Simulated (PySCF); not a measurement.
From one molecule to another.

First species: C6H13NSi.
Cartesian coordinates in Å at the GFN2-xTB level; atoms count from 1:
```
atom  x, y, z in Å
C1    -1.9460    2.5834    1.3636
C2    -1.5724    1.5311    0.9170
Si3   -0.9359   -0.0878    0.2335
C4    -1.7002   -1.4953    1.2533
C5    -1.4254   -0.1409   -1.6038
N6     0.7713   -0.2815    0.3635
C7     1.7555    0.4953   -0.3537
C8     3.0252   -0.3180   -0.5827
H9    -2.2860    3.5002    1.7539
H10   -1.4111   -1.4266    2.2971
H11   -1.3906   -2.4682    0.8856
H12   -2.7831   -1.4535    1.2119
H13   -2.4996   -0.2483   -1.7177
H14   -1.1363    0.7728   -2.1140
H15   -0.9523   -0.9724   -2.1173
H16    1.1388   -0.6123    1.2439
H17    2.0058    1.4194    0.1884
H18    1.3195    0.7819   -1.3118
H19    2.7922   -1.2261   -1.1333
H20    3.7507    0.2611   -1.1482
H21    3.4710   -0.5972    0.3703
```

Second species: C7H14N2.
Bonds: C1–C2, C2–N3 (double), N3–N4, N4–C5, C5–C6, C5–C7, N4–C8, C8–C9, C2–C9. Hydrogens: H10, H11, H12 on C1; H13 on C5; H14, H15, H16 on C6; H17, H18, H19 on C7; H20, H21 on C8; H22, H23 on C9.

Levels: PBE0/pcSseg-1 for HOMO energy, LUMO energy and HOMO–LUMO gap. Geometries: GFN2-xTB. Each structure is a single optimised conformer of the isolated species, non-relativistic unless stated; the electronic structure was computed with PySCF and density fitting.

The conformers computed, where there is a choice (atom-mapped SMILES and torsion angles):
- `[CH:1]#[C:2][Si:3]([CH3:4])([CH3:5])[NH:6][CH2:7][CH3:8]`: C2–Si3–N6–C7 -67°, Si3–N6–C7–C8 -151°

The conformers of `CC1=NN(C(C)C)CC1` aren't listed.

```tsv
property	column X	column Y
HOMO energy	-5.38 eV	-6.69 eV
LUMO energy	0.69 eV	0.48 eV
HOMO–LUMO gap	6.07 eV	7.17 eV
```

(1) Which column belongs to which species?

(2) How does each property change from the first species to the second?

## Answers

(1) Column X is the second species and column Y the first. The first has 21 atoms and 70 electrons, the second 23 and 70.

(2) HOMO energy +1.31 eV; LUMO energy +0.21 eV; HOMO–LUMO gap -1.10 eV.

